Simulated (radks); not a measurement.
Task: Numerical settings for neutral scandium, [Ar] 3d1 4s2. All-electron calculation, scalar-relativistic Kohn-Sham, BLYP, spin-unpolarised, spherical densities, point nucleus. Program: a radial shooting solver on a logarithmic mesh with Libxc functionals. The defaults (mesh step 0.008 in ln r, mesh end at 40 bohr or more with all orbitals vanishing there, Anderson mixing 0.5 over 9 steps, residual threshold near 1e-9 with the energy settled to 1e-9 hartree or 1e-11 of itself, here a cap of 71 iterations) give E = -764.3103 hartree and 3d at -3.106 eV in 14 iterations. Run on one thread of a shared host, so times are rough (Intel(R) Xeon(R) 6975P-C): 0.06 s of CPU time, 0.06 s wall, 14 iterations on 2669 mesh points. One setting is changed at a time: mesh step in ln r 0.003; mesh step in ln r 0.02; mesh step in ln r 0.005; mesh end (bohr) 8; mesh end (bohr) 20; residual threshold 1e-13; residual threshold 0.001; mixing 0.2; linear mixing, mixing 0.05; linear mixing, mixing 0.5; mixing history 2; iteration cap 2. Which runs fail to converge, and which converge to a wrong energy?

Result: Not converged within the cap: linear mixing, mixing 0.05; iteration cap 2. Settings that end as converged yet miss the energy by more than 1 mhartree: mesh end (bohr) 8 (+0.0112 hartree).
